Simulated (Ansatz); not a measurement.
Al6Ir⁺. The state is a singlet with charge 1. Geometry PBE-D4/def2-SVP; atoms count from 1.

```xyz
7

Ir    0.8577    0.4284   -0.2247
Al    0.3643   -1.3611   -1.7079
Al    0.7774    2.8320   -0.4548
Al   -1.3602    1.3564    0.6803
Al   -2.6001   -0.9191   -0.0832
Al   -0.4169   -1.0385    1.3467
Al    2.3778   -1.2981    0.4436
```

In the def2 sets Ir takes a core potential; there is no spin–orbit coupling. The restricted singlet is unstable towards broken spin symmetry in Hartree–Fock (as tested in another run); at PBE0-D4/def2-TZVP this wasn't settled. The structure comes from a short search, and lower isomers may exist.

Estimate the Mulliken populations from the PBE0/def2-TZVP orbitals of Ansatz.


```csv
atom,charge (e),d electrons
Ir1,-0.11,7.98
Al2,0.20,–
Al3,0.28,–
Al4,0.08,–
Al5,0.24,–
Al6,0.08,–
Al7,0.22,–
```
Mulliken values depend strongly on the basis.

And the Mayer bond orders between heavy atoms (over 0.3)?

Ir1–Al2 0.94 (2.38 Å); Ir1–Al3 0.79 (2.42 Å); Ir1–Al4 0.60 (2.57 Å); Ir1–Al6 0.78 (2.50 Å); Ir1–Al7 0.91 (2.40 Å); Al2–Al7 0.37 (2.95 Å); Al3–Al4 0.43 (2.83 Å); Al4–Al5 0.59 (2.70 Å); Al4–Al6 0.50 (2.66 Å); Al5–Al6 0.68 (2.61 Å); Al6–Al7 0.31 (2.95 Å).
